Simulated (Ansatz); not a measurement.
Calculated with Ansatz (gas phase, PBE0-D4/def2-TZVP geometries, no zero-point term in ΔE). CCSD(T)/CBS is the MP2 limit (def2-TZVPP, def2-QZVPP) plus CCSD(T) − MP2 in def2-TZVPP, frozen cores. This one scheme is used for every species. Functionals use def2-TZVPP. B3LYP here is the variant with VWN-RPA as its local correlation; programs differ in this. One conformer a species, not always the lowest.

Reaction (ligand exchange at the Al–C bond): `F/C=[CH]/[AlH2]` + `O[SiH](O)[SiH3]` → `O[SiH]([SiH3])[O][AlH2]` + `C=CF`

```csv
level,ΔE (kJ/mol),difference from CCSD(T)/CBS
LDA (SPW92),-122.8,16.3
B3LYP-D4,-141.4,-2.3
BHLYP-D4,-148.7,-9.6
ωB97X-V,-136.5,2.6
r2SCANh,-134.8,4.3
BHLYP,-146.0,-6.9
LC-ωPBE,-134.6,4.5
HF/def2-TZVPP,-153.1,-14.0
CCSD(T)/def2-TZVPP,-138.9,0.2
MP2/CBS(def2),-138.7,0.4
CCSD(T)/CBS,-139.1,0
```

Largest T1 diagnostic among the species: 0.013.

From PBE to PBE0 (25 % exact exchange), in def2-TZVPP and without D4, ΔE moves by −5.6 kJ/mol. In def2-TZVPP, CCSD(T) changes the Hartree–Fock value by +14.2 kJ/mol (the triples alone add +3.2 kJ/mol) and MP2 by +14.7 kJ/mol. Leaving LDA and LC-ωPBE aside and taking each functional with its dispersion term where it has one, the values, not all of them listed here, spread over 25.6 kJ/mol, from BHLYP-D4 to revPBE-D4.
